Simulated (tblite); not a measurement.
Computed values, GFN2-xTB/tblite, gas phase, harmonic and unscaled. This tight-binding method is rough: wavenumbers can miss measured ones by several per cent, in bad cases by 10 to 20. Modes of hydrogen on silicon can be 10 to 20 % off. One conformer each. Open shells enter through the occupations alone, without spin polarisation, and single modes of such species can be off by tens of per cent. Thermal functions are those of the rigid rotor and harmonic oscillator, without mixing of conformers.

Question: Order these by their ideal-gas entropy at 298.15 K and 1 bar, highest first (J/(mol K)).
A. `CO[C+]1[CH]CCC1` [radical]
B. `[CH2][C@H](F)C[SiH2]F` [radical]
C. `COC1=Cc2ccccc2[Si@@H]1Br`
D. `CN[SiH2][NH+]C` [radical]
E. `CSc1c[c]c(=O)oc1` [radical]

Answer: C (463.1), E (408.7), B (390.6), D (380.7), A (359.6).

```csv
SMILES,atoms,mass (u),symmetry number,modes under 300 cm⁻¹,ZPE (kJ/mol),S translation (J/(mol K)),S rotation,S vibration,S spin,S,Cp
COC1=Cc2ccccc2[Si@@H]1Br,21,239.96,1,8,396.3,177.2,135.2,150.7,0.0,463.1,196.2
CSc1c[c]c(=O)oc1,14,141.00,1,6,241.7,170.6,122.6,109.9,5.8,408.7,141.9
[CH2][C@H](F)C[SiH2]F,13,109.03,1,5,230.8,167.4,115.9,101.5,5.8,390.6,133.2
CN[SiH2][NH+]C,15,90.06,2,7,315.0,165.0,105.8,104.2,5.8,380.7,133.7
CO[C+]1[CH]CCC1,17,98.07,1,5,375.7,166.0,114.2,73.6,5.8,359.6,122.7
```

Entropies and Cp are for 298.15 K and 1 bar.
